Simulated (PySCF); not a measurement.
## Atomic charges against the basis set

C2H8B2FN.
Atom-mapped SMILES: `[CH3:1][C@@H:2]([BH:3][NH2:4])[BH:5][F:6]` (hydrogens: H7, H8, H9 on C1; H10 on C2; H11 on B3; H12, H13 on N4; H14 on B5)

PBE0 throughout (PySCF), one geometry, spherical d and f functions. One conformer (not necessarily the lowest) at the PBE0-D3(BJ)/def2-SVP geometry, without solvent, vibrations or thermal averaging. Atoms taken as equivalent share a column and are averaged. The first 7 of 11 kinds of atom are listed.

Mulliken charges (e):

```
        basis  functions      C1      C2      B3      N4      B5      F6  H7/H8/H9
       STO-3G         38  -0.224  -0.265  +0.236  -0.459  +0.247  -0.112    +0.071
        6-31G         70  -0.487  -0.557  +0.449  -0.848  +0.511  -0.329    +0.163
     pcSseg-0         70  -0.595  -1.093  +0.574  -0.842  +0.660  -0.331    +0.227
       6-31G*        100  -0.532  -0.421  +0.270  -0.779  +0.419  -0.280    +0.172
      cc-pVDZ        124  -0.054  -0.158  -0.094  -0.011  +0.181  -0.125    +0.040
     def2-SVP        124  -0.031  -0.229  -0.062  -0.099  +0.191  -0.137    +0.037
6-311+G(2d,p)        210  -0.671  -0.323  +0.393  -0.634  +0.458  -0.343    +0.152
  aug-cc-pVDZ        210  +0.441  +0.648  -0.458  -0.030  -0.223  -0.532    -0.197
    def2-TZVP        234  -0.368  -0.126  +0.023  -0.445  +0.201  -0.255    +0.124
     IGLO-III        290  -0.362  -0.387  +0.338  -0.509  +0.526  -0.375    +0.117
      cc-pVTZ        292  -0.288  -0.123  -0.029  -0.228  +0.224  -0.219    +0.098
     pcSseg-2        328  -0.051  -0.315  +0.352  -0.437  +0.486  -0.357    +0.037
```

IAO charges (e):

```
        basis  functions      C1      C2      B3      N4      B5      F6  H7/H8/H9
       STO-3G         38  -0.373  -0.388  +0.141  -0.442  +0.255  -0.149    +0.127
        6-31G         70  -0.409  -0.410  +0.138  -0.527  +0.380  -0.308    +0.141
     pcSseg-0         70  -0.396  -0.423  +0.121  -0.488  +0.373  -0.293    +0.138
       6-31G*        100  -0.389  -0.415  +0.155  -0.524  +0.415  -0.314    +0.133
      cc-pVDZ        124  -0.390  -0.411  +0.135  -0.513  +0.402  -0.312    +0.133
     def2-SVP        124  -0.378  -0.412  +0.138  -0.504  +0.406  -0.310    +0.130
6-311+G(2d,p)        210  -0.403  -0.422  +0.146  -0.542  +0.414  -0.324    +0.139
  aug-cc-pVDZ        210  -0.401  -0.418  +0.142  -0.538  +0.409  -0.322    +0.138
    def2-TZVP        234  -0.402  -0.423  +0.147  -0.541  +0.418  -0.325    +0.138
     IGLO-III        290  -0.404  -0.423  +0.146  -0.544  +0.417  -0.325    +0.139
      cc-pVTZ        292  -0.403  -0.423  +0.146  -0.539  +0.417  -0.324    +0.138
     pcSseg-2        328  -0.403  -0.423  +0.149  -0.543  +0.419  -0.325    +0.138
```

Which scheme is steadiest as the basis changes?

Largest range over the bases for any column: IAO 0.18 e, Mulliken 1.74 e. IAO charges move least and Mulliken charges most, counted in e. Without the minimal STO-3G basis the ranges are IAO 0.06, Mulliken 1.74 e.

How much do the charges still move between the two largest bases, cc-pVTZ and pcSseg-2?

At most, over all atoms: Mulliken 0.381 e, IAO 0.004 e.

What do the same runs give for the total energy, the frontier levels and the dipole moment?

| basis | energy (Eh) | HOMO (eV) | LUMO (eV) | μ (D) |
| --- | --- | --- | --- | --- |
| STO-3G | -281.3993 | -5.34 | 2.99 | 2.15 |
| 6-31G | -285.0251 | -7.76 | -0.27 | 1.45 |
| pcSseg-0 | -284.4666 | -8.03 | -0.43 | 1.58 |
| 6-31G* | -285.0822 | -7.63 | -0.12 | 1.51 |
| cc-pVDZ | -285.1063 | -7.75 | -0.37 | 1.46 |
| def2-SVP | -284.8858 | -7.82 | -0.40 | 1.48 |
| 6-311+G(2d,p) | -285.1830 | -7.96 | -0.73 | 1.25 |
| aug-cc-pVDZ | -285.1260 | -7.92 | -0.74 | 1.24 |
| def2-TZVP | -285.2059 | -7.92 | -0.63 | 1.28 |
| IGLO-III | -285.2153 | -7.94 | -0.70 | 1.24 |
| cc-pVTZ | -285.1981 | -7.90 | -0.58 | 1.32 |
| pcSseg-2 | -285.2082 | -7.94 | -0.69 | 1.26 |

The dipole is fixed by the density alone, so its range of 0.91 D shows that the density itself changes with the basis, not only its division among atoms.
